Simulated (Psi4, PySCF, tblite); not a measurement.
Approach curve of the dimer O2S ··· H6Si2 (SMILES O=S=O and [SiH3][SiH3]). Monomers: optimised at B3LYP-D3(BJ) (def2-TZVP), held rigid. Orientation: a higher rigid-body minimum at GFN2-xTB. Only R, the distance of the centres of mass, is varied, so the lowest point isn't the relaxed dimer.

Geometry at R = 3.50 Å (first 3 atoms: monomer A):
```
11

O     -1.2410     0.2320     0.0000
S      0.0046    -0.4877     0.0000
O      1.2363     0.2557     0.0000
Si    -0.9755    -0.3193    -3.3156
Si    -1.4636     1.9471    -2.9675
H     -2.2200    -1.1253    -3.2784
H     -0.0576    -0.8157    -2.2615
H     -0.3273    -0.5091    -4.6362
H     -0.2190     2.7531    -3.0047
H     -2.3814     2.4435    -4.0217
H     -2.1119     2.1368    -1.6470
```

revPBE-D3(BJ)/def2-TZVP, counterpoise-corrected (Psi4); GFN2-xTB (tblite); RKS-B3LYP/6-31G* = restricted B3LYP/6-31G*, spherical d, no counterpoise correction (PySCF 2.14.0); SAPT0/jun-cc-pVDZ, frozen core (Psi4).

Interaction energies in kcal/mol:

```tsv
R / Å	revPBE-D3(BJ)/def2-TZVP	GFN2-xTB	RKS-B3LYP/6-31G*
2.88	17.83	4.13	25.88
3.08	8.81	-1.77	14.83
3.29	3.40	-4.57	7.78
3.50	0.48	-5.30	3.66
3.69	-0.88	-5.05	1.50
3.87	-1.51	-4.46	0.35
4.19	-1.79	-3.30	-0.47
4.49	-1.63	-2.42	-0.54
4.97	-1.15	-1.51	-0.32
5.68	-0.57	-0.79	-0.09
6.70	-0.18	-0.35	-0.02
8.00	-0.06	-0.15	-0.01
```

Estimate the SAPT0/jun-cc-pVDZ values at these points.

2.88: 19.17; 3.08: 10.74; 3.29: 5.31; 3.50: 2.12; 3.69: 0.49; 3.87: -0.37; 4.19: -0.93; 4.49: -0.94; 4.97: -0.68; 5.68: -0.35; 6.70: -0.13; 8.00: -0.05 (kcal/mol).
